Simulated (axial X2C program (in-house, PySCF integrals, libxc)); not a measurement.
## Low determinants of ZnC⁺ at the PBE0 level, with spin–orbit coupling

Computed with an in-house relativistic program for diatomic molecules. Two-component (2c) means X2C with spin–orbit coupling and atomic mean-field two-electron Coulomb and Gaunt terms. Basis: Zn dyall-cv3z [9s10p6d3f2g], C dyall-v3z [7s6p2d1f] (cores contracted in-house); Gaussian nuclei, density fitting, unrestricted open shells. Masses: Zn 63.929 u, C 12.000 u.

Search at 2.075 Å (vertical energies from the lowest determinant):

| ΔE (eV) | state | electrons beyond evenly filled partner blocks | electrons in ±ω = 1/2, 3/2, 5/2, 7/2 |
| --- | --- | --- | --- |
| 0.00 | Ω = 1/2 | ω = 1/2 | 25 8 2 0 |
| 0.01 | Ω = 3/2 | ω = 3/2 | 24 9 2 0 |
| 1.23 | Ω = 1/2 | 2 × ω = -1/2, ω = 3/2 | 24 9 2 0 |
| 1.63 | Ω = 5/2 | 2 × ω = 1/2, ω = 3/2 | 24 9 2 0 |
| 2.21 | Ω = 3/2 | 3 × ω = 1/2 | 25 8 2 0 |

Lowest determinant, Ω = 1/2 (⟨Sz⟩ = -0.50, ⟨Lz⟩ = 1.00 at PBE0): Re = 2.066 Å, ωe = 434.8 cm⁻¹.

The determinant in row 2 of the search, Ω = 3/2 (⟨Sz⟩ = 0.50, ⟨Lz⟩ = 1.00 at PBE0), was followed along the bond at PBE0; measured from the minimum of the lowest determinant it gives:

Te = 0.009 eV (74 cm⁻¹), Re = 2.069 Å, ωe = 434.1 cm⁻¹.

Question: Compare the bond of the determinant in row 2 with that of the lowest one.

Answer: At PBE0 its Re is 0.003 Å longer and its force constant, which goes as ωe², is 1.00 times that of the lowest determinant. T0 ≈ Te + Δωe/2 = 74 + (0) = 74 cm⁻¹.

The search compares states at one distance, so a state with another bond length can lie lower; it is not exhaustive and yields mostly the lowest determinant of each block pattern, so other components and higher states of one pattern are missing. These are energies of single determinants, not of spin-adapted states; PBE0 term energies can be off by some tenths of an eV, and the functional has no current term.
